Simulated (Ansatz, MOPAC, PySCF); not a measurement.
Species: PbI, net charge 1, singlet state. SMILES: [I][Pb+]
Coordinates optimised at B3LYP-D3(BJ)/def2-TZVP (Ansatz, an electronic-structure program):
```
Pb
I 1 2.6982
```
Charge +1, spin multiplicity 1.

Unscaled harmonic wavenumbers (cm⁻¹) in rising order, each level at the stationary point that it reaches from this structure (no distance between atoms moves by over 0.3 Å); the order of modes can differ between levels, and a negative number is imaginary. B3LYP-D3(BJ)/def2-TZVP (PySCF, at the structure above): 198.

PM3 (MOPAC): 206. Zero-point energy 0.3 against 0.3 kcal/mol.

PM7 (MOPAC): 207. Zero-point energy 0.3 against 0.3 kcal/mol.

B3LYP/LANL2DZ (Ansatz): 184. Zero-point energy 0.3 against 0.3 kcal/mol.
